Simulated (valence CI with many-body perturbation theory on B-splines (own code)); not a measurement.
# Pr⁵¹⁺: one-electron terms

Method: configuration interaction combined with many-body perturbation theory (CI+MBPT): six valence electrons over a frozen Dirac-Fock core [He], radial functions for each j: 9 s, 9 p, 8 d, 6 f, 3 g, 1 h, with the one-electron correlation potential Σ1, the two-electron term Σ2, the three-electron term Σ3, Breit, model QED; selected CI, second order for the rest, scaled by the run's own slope (own B-spline code, finite nucleus).

No measured spectrum was set against this ion. As an estimate, large intervals hold to a few tenths of a per cent, small ones and those within an open d or f shell to about a per cent. Among the levels kept, up to 2400 cm⁻¹ of a level comes from second order outside the variational space, and about a tenth of that is noise between levels of different J, which matters for small intervals.

These are the spectroscopic orbitals of the CI (the correlating ones are not listed), shaped by the core and the other valence electrons. h is the expectation value of the core's Dirac-Fock operator, without the valence repulsion; Σ1 is computed up to l = 3 at one energy for each symmetry, that of its lowest orbital but kept below the first core excitation, so for empty shells it is not the orbital's own correlation shift; Breit and QED include the response of the core, and the two lowest orbitals of each symmetry also the frequency dependence of Breit exchange, which makes a step in that column.

```csv
Orbital,h (hartree),Σ1 (cm⁻¹),Breit (cm⁻¹),QED (cm⁻¹),⟨r⟩ (bohr)
2s1/2,-437.42,-1373,57259,64734,0.09948
3s1/2,-190.65,-329,15501,18176,0.2337
4s1/2,-105.85,-128,6123,7371,0.4265
5s1/2,-67.162,-62.9,3051,3694,0.6764
2p1/2,-432.29,-3562,114164,204,0.08319
3p1/2,-189.14,-787,30022,-115,0.2193
4p1/2,-105.21,-300,11885,-58.6,0.4138
5p1/2,-66.835,-147,5914,-31.6,0.6654
2p3/2,-411.81,-2586,42018,7022,0.08898
3p3/2,-183.08,-575,11289,1808,0.2275
4p3/2,-102.67,-220,5142,724,0.4247
5p3/2,-65.543,-108,2578,362,0.6789
3d3/2,-182.32,-251,1003,-191,0.1939
4d3/2,-102.35,-108,547,-55.8,0.3927
5d3/2,-65.379,-55.6,278,-23.6,0.6487
3d5/2,-180.55,-225,329,562,0.1966
4d5/2,-101.6,-96.0,179,258,0.3961
5d5/2,-64.996,-49.4,86.0,136,0.6527
4f5/2,-101.42,-19.5,5.2,-80.3,0.3423
5f5/2,-64.91,-11.1,4.3,-39.7,0.5999
4f7/2,-101.06,-18.7,1.5,70.1,0.3440
5f7/2,-64.727,-10.6,1.2,37.7,0.6019
5g7/2,-64.699,,0.0,-25.3,0.5261
5g9/2,-64.59,,0.0,20.3,0.5274
```

Among the shells of the start configuration 2s2 2p4, Σ1 is largest in size for 2p1/2, where it is 0.0038 % of h.

Lowest root of each symmetry, sizes in configuration state functions:

```
J  Parity  Roots  Reference  Variational  Second order  Change by selected CI (cm⁻¹)  Change by second order (cm⁻¹)
0    even      8         34        57796        173318                        -47456                             -2
1    even     11         75        59984        702250                        -44040                           -333
2    even     12         83        59988       1215300                        -45580                           -370
3    even      6         56        59979        756682                        -47870                           -778
4    even      2         26        55711        641383                        -54286                           -313
5    even      1          9        42773        212250                        -48579                            -65
0     odd      7         28        59999        239265                        -51469                             -4
1     odd     15         72        59998        920936                        -57067                           -528
2     odd     15         77        59990       1456425                        -50831                          -1457
3     odd     10         54        59969       1287421                        -49198                          -1564
4     odd      5         28        58012        953824                        -48754                           -626
5     odd      2          9        57693        770488                        -55309                           -146
```
